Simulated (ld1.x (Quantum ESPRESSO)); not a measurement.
**Reading a pseudo-wave (lithium (Li))**

Columns: radius, all-electron u(r) and pseudo u(r) of the 2p shell (level -3.36 eV) of lithium in the configuration 1s2 2s0.5 2p0; LDA (PZ), scalar-relativistic, TM scheme, ld1.x (Quantum ESPRESSO) 7.5.

| r (bohr) | all-electron | pseudo |
| --- | --- | --- |
| 0.210 | 0.0212 | 0.0087 |
| 0.420 | 0.0658 | 0.0341 |
| 0.630 | 0.1186 | 0.0740 |
| 0.840 | 0.1726 | 0.1249 |
| 1.050 | 0.2243 | 0.1827 |
| 1.260 | 0.2720 | 0.2426 |
| 1.470 | 0.3149 | 0.3001 |
| 1.680 | 0.3529 | 0.3517 |
| 1.890 | 0.3860 | 0.3948 |
| 2.100 | 0.4141 | 0.4285 |
| 2.310 | 0.4372 | 0.4530 |
| 2.520 | 0.4552 | 0.4693 |
| 2.730 | 0.4684 | 0.4791 |
| 2.940 | 0.4770 | 0.4839 |
| 3.150 | 0.4812 | 0.4849 |
| 3.360 | 0.4815 | 0.4830 |
| 3.570 | 0.4782 | 0.4787 |
| 3.780 | 0.4718 | 0.4719 |
| 3.990 | 0.4627 | 0.4627 |
| 4.200 | 0.4513 | 0.4513 |
| 4.410 | 0.4380 | 0.4380 |
| 4.620 | 0.4231 | 0.4231 |
| 4.830 | 0.4071 | 0.4071 |
| 5.040 | 0.3902 | 0.3902 |
| 5.250 | 0.3726 | 0.3726 |
| 5.460 | 0.3547 | 0.3547 |

(1) How many radial nodes do the two functions have?

(2) At about which radius was the pseudo-wave matched?

(3) Is the pseudo-wave norm-conserving?

## Answers

(1) The all-electron 2p function has n − l − 1 = 0; the pseudo-wave has 0.

(2) 4.20 bohr. The columns agree to 0.0005 from 3.78 bohr on; several derivatives are matched, so the curves merge somewhat inside the radius.

(3) Yes: the TM scheme keeps the norm inside the radius equal to the all-electron one, which fixes the energy derivative of the logarithmic derivative at the level.
